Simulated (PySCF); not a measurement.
BI$_{3}$ (SMILES IB(I)I), singlet, geometry from GFN2-xTB (all electrons, no relativity); BLYP/6-311G** in PySCF.

Here is a job for PySCF.
```python
from pyscf import gto, scf, dft

mol = gto.Mole()
mol.atom = '''
    B    -0.000000   -0.000000   -0.000000
    I     1.991499   -0.348370   -0.596705
    I    -0.739465   -0.878003    1.767991
    I    -1.252034    1.226373   -1.171285
'''
mol.basis = '6-311g**'
mol.charge = 0
mol.spin = 0
mol.verbose = 4
mol.build()

mf = dft.RKS(mol)
mf.xc = 'blyp'
mf.kernel()
```

It wrote (shortened):

```
PySCF version 2.14.0

[INPUT] verbose = 4
[INPUT] num. atoms = 4
[INPUT] num. electrons = 164
[INPUT] charge = 0
[INPUT] spin (= nelec alpha-beta = 2S) = 0
[INPUT] symmetry False subgroup None
[INPUT] Mole.unit = angstrom
[INPUT] Symbol           X                Y                Z      unit          X                Y                Z       unit  Magmom
[INPUT]  1 B      0.000000000000   0.000000000000   0.000000000000 AA    0.000000000000   0.000000000000   0.000000000000 Bohr   0.0
[INPUT]  2 I      1.991499000000  -0.348370000000  -0.596705000000 AA    3.763387687345  -0.658323890015  -1.127609027159 Bohr   0.0
[INPUT]  3 I     -0.739465000000  -0.878003000000   1.767991000000 AA   -1.397386328702  -1.659185206546   3.341018780696 Bohr   0.0
[INPUT]  4 I     -1.252034000000   1.226373000000  -1.171285000000 AA   -2.366001358644   2.317509096561  -2.213407863811 Bohr   0.0

nuclear repulsion = 1420.95693285816
number of shells = 80
number of NR pGTOs = 289
number of NR cGTOs = 204
basis = 6-311g**
ecp = {}

******** <class 'pyscf.dft.rks.RKS'> ********
method = RKS
initial guess = minao
damping factor = 0
level_shift factor = 0
DIIS = <class 'pyscf.scf.diis.CDIIS'>
diis_start_cycle = 1
diis_space = 8
diis_damp = 0
SCF conv_tol = 1e-09
SCF conv_tol_grad = None
SCF max_cycles = 50
direct_scf = True
direct_scf_tol = 1e-13
XC library pyscf.dft.libxc version 7.1.2
    S. Lehtola, C. Steigemann, M. J. T. Oliveira, and M. A. L. Marques,  SoftwareX 7, 1–5 (2018)
XC functionals = blyp
    A. D. Becke,  Phys. Rev. A 38, 3098 (1988)
    C. Lee, W. Yang, and R. G. Parr,  Phys. Rev. B 37, 785 (1988)
    B. Miehlich, A. Savin, H. Stoll, and H. Preuss,  Chem. Phys. Lett. 157, 200 (1989)
radial grids:
    Treutler-Ahlrichs [JCP 102, 346 (1995); DOI:10.1063/1.469408] (M4) radial grids

becke partition: Becke, JCP 88, 2547 (1988); DOI:10.1063/1.454033
pruning grids: <function nwchem_prune>
grids dens level: 3
symmetrized grids: False
atomic radii adjust function: <function treutler_atomic_radii_adjust>
small_rho_cutoff = 0
Set gradient conv threshold to 3.16228e-05
Initial guess from minao.
tot grids = 79920
init E= -20671.3340695063
  HOMO = -0.223363303367217  LUMO = -0.115495612938972  gap/eV = 2.93523
cycle= 1 E= -20782.7748713853  delta_E= -111  |g|= 12.5  |ddm|= 5.16
  HOMO = -0.263654088612429  LUMO = -0.120226805072604  gap/eV = 3.90286
cycle= 2 E= -20783.0031897116  delta_E= -0.228  |g|= 4.59  |ddm|= 2.36
  HOMO = -0.189438356543928  LUMO = -0.130012532439824  gap/eV = 1.61706
cycle= 3 E= -20783.1551108679  delta_E= -0.152  |g|= 1.96  |ddm|= 2.52
  HOMO = -0.226025535030619  LUMO = -0.0367102054020634  gap/eV = 5.15153
cycle= 4 E= -20783.1924007039  delta_E= -0.0373  |g|= 0.938  |ddm|= 2.08
  HOMO = -0.233969371886893  LUMO = -0.13222226314506  gap/eV = 2.76868
cycle= 5 E= -20783.4852208304  delta_E= -0.293  |g|= 0.243  |ddm|= 1.24
  HOMO = -0.221259770501309  LUMO = -0.113547047524788  gap/eV = 2.93101
cycle= 6 E= -20783.502215742  delta_E= -0.017  |g|= 0.0371  |ddm|= 0.294
  HOMO = -0.224502519902285  LUMO = -0.114914289235539  gap/eV = 2.98205
cycle= 7 E= -20783.5024693043  delta_E= -0.000254  |g|= 0.00483  |ddm|= 0.0531
  HOMO = -0.223799434111414  LUMO = -0.11431332650488  gap/eV = 2.97927
cycle= 8 E= -20783.5024771973  delta_E= -7.89e-06  |g|= 0.000723  |ddm|= 0.0101
  HOMO = -0.223870238070155  LUMO = -0.11433082845898  gap/eV = 2.98072
cycle= 9 E= -20783.5024773565  delta_E= -1.59e-07  |g|= 2.11e-05  |ddm|= 0.00112
  HOMO = -0.223869145695014  LUMO = -0.114328531215774  gap/eV = 2.98075
cycle= 10 E= -20783.5024773567  delta_E= -1.53e-10  |g|= 3.51e-06  |ddm|= 3.01e-05
  HOMO = -0.223869120049848  LUMO = -0.114328437549334  gap/eV = 2.98075
Extra cycle  E= -20783.5024773567  delta_E= -1.46e-11  |g|= 6.51e-06  |ddm|= 1.52e-05
converged SCF energy = -20783.5024773567
```
